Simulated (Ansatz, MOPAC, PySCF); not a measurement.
Torsion H3–O1–Si2–H4 in H4OSi (SMILES O[SiH3]); at each angle all else is relaxed with GFN2-xTB, and the levels are single points there.
Geometry at 60° (charge 0, multiplicity 1):
```xyz
6

O      1.084    -0.506    -0.245
Si    -0.424     0.034     0.029
H      1.857     0.004    -0.020
H     -0.657     1.283    -0.699
H     -0.625     0.276     1.459
H     -1.221    -1.072    -0.476
```

On the grid 0° to 120°, 120° is the highest and 60° the lowest point at CCSD(T)/CBS(cc-pV(T+d)Z, cc-pV(Q+d)Z).

Cores are frozen in the correlated methods. CBS(a, b) extrapolates the correlation energy as X⁻³ and adds the Hartree–Fock energy of set b. Rows in 3-21G, 6-311+G**, 6-31G*, LANL2DZ carry no dispersion term and start afresh at each structure (6-31G* with six Cartesian d functions). LANL2DZ brings its own core potentials from Na on. The state reached by AM1, PM3 isn't checked.

The values were computed with Ansatz (Gaussian orbitals); MOPAC for AM1, PM3 (differences of heats of formation); PySCF for 3-21G rows, 6-311+G** rows, 6-31G* rows, LANL2DZ rows, the dispersion terms. 

Other levels give for the energy at 120° less that at 60°: PBE/def2-TZVPP 1.4; B3LYP/def2-TZVPP 1.1; B3LYP-D3(BJ)/def2-TZVPP 1.1; wB97M-V/def2-TZVPP 1.1; CCSD(T)/CBS(cc-pV(T+d)Z, cc-pV(Q+d)Z) 1.3 kJ/mol.

Q: What do these common cheap choices give for the same quantity: AM1, PM3, HF/3-21G, B3LYP/3-21G, B3LYP/6-31G*, B3LYP/6-311+G**, B3LYP/LANL2DZ, M06-2X/6-31G*?

A: AM1 0.3; PM3 0.4; HF/3-21G 0.5; B3LYP/3-21G 2.2; B3LYP/6-31G* 2.0; B3LYP/6-311+G** 1.0; B3LYP/LANL2DZ 0.2; M06-2X/6-31G* 1.6 kJ/mol. They span 0.2 to 2.2 kJ/mol.

Ansatz is a program for electronic structure.
